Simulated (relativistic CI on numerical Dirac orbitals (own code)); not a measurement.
## Sc²⁺: resonant inelastic scattering at the M2,3 edge

Computed with this model: Dirac-Coulomb-Breit CI, orbitals from a KLI potential per configuration, QED by a radiative potential, valence Slater integrals scaled by 0.8, Kramers-Heisenberg scattering through one core-hole configuration in a parametric crystal field; configurations [Ar] 3d → [Ne] 3s2 3p5 3d2; 10 K; core-hole width 1.2 eV; summed over polarisations. Incident energies are the highest absorption maxima for each field (at most a few, so the weaker spin-orbit partner edge can be absent), on the computed scale of the free ion. Intensities are in per cent of the strongest line above 0.02 eV; levels within 1 cm⁻¹ are merged; final levels count from the ground level, the first row holds all elastic scattering, lines under 0.4 are left out and each table stops after 24 rows. The scale of the Slater integrals is a model choice and moves the terms in proportion.

Field parameters in Wybourne normalisation: Td as Oh with Dq negative (B⁴₀ = 21Dq, B⁴₄ = √(5/14) B⁴₀). The field is a parameter set, without covalency.

S is read from ⟨S²⟩ = S(S + 1).

Td, 10Dq = -1450 cm⁻¹:

```tsv
Final level (eV)	Degeneracy	Irrep	S	38.3 eV	42.1 eV
0.000	4	Γ8	0.50	116.5	271.2
0.177	4	Γ8	0.50	61.5	100.0
0.188	2	Γ7	0.50	25.5	46.3
```

Td, 10Dq = -3250 cm⁻¹:

```
Final level (eV)  Degeneracy  Irrep     S  38.4 eV  42.2 eV
           0.000           4     Γ8  0.50    130.9    257.8
           0.399           4     Γ8  0.50     59.9    100.0
           0.411           2     Γ7  0.50     25.1     51.0
```

Td, 10Dq = -5050 cm⁻¹:

| Final level (eV) | Degeneracy | Irrep | S | 38.6 eV | 42.2 eV |
| --- | --- | --- | --- | --- | --- |
| 0.000 | 4 | Γ8 | 0.50 | 132.9 | 226.6 |
| 0.622 | 4 | Γ8 | 0.50 | 59.6 | 100.0 |
| 0.634 | 2 | Γ7 | 0.50 | 25.8 | 53.2 |

For the first field the strongest loss at the lowest incident energy is the level at 0.18 eV (S = 0.50, against 0.50 in the thermal ground state).
